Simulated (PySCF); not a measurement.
CS, charge +1, doublet, geometry from GFN2-xTB (a state made from the parent by changing its charge; the spin is typed, not shown lowest). Base run: PySCF with PBE/def2-SVP.

PySCF was given this input:
```python
from pyscf import gto, scf, dft

mol = gto.M(
    atom='''
C    -0.00000000   -0.00000000   -1.07903369
S     0.00000000    0.00000000    0.40463763
''',
    basis='def2-svp',
    charge=1,
    spin=1,
    verbose=5,
)

mf = dft.UKS(mol)
mf.xc = 'pbe'
mf.kernel()
mf.analyze()
```

Variants of this job, named by their change:

```
change                                     ΔE vs base (µEh)  grid points  electrons on the grid
-----------------------------------------  ----------------  -----------  ---------------------
base                                                    0.0        33000               21.00000
grids.prune = dft.gen_grid.treutler_prune               0.5        30856               21.00000
grids.atom_grid = (50, 194)                            -2.2        12824               21.00001
grids.radi_method = gauss_chebyshev                     0.1        32064               21.00000
grids.radi_method = delley                              0.3        33984               21.00000
grids.atom_grid = (150, 974)                           -0.8       151920               21.00000
grids.prune = off                                       0.0        57376               21.00000
grids.atom_grid = (75, 302)                             0.1        27768               21.00000
grids.becke_scheme = stratmann                         -0.4        33000               21.00000
grids.prune = dft.gen_grid.sg1_prune                   -6.5        12720               21.00000
grids.level = 2                                         0.0        22960               21.00000
```

Open shells are given as the SCF converged; they aren't shown to be the lowest states, and a large step between rows can be another state.
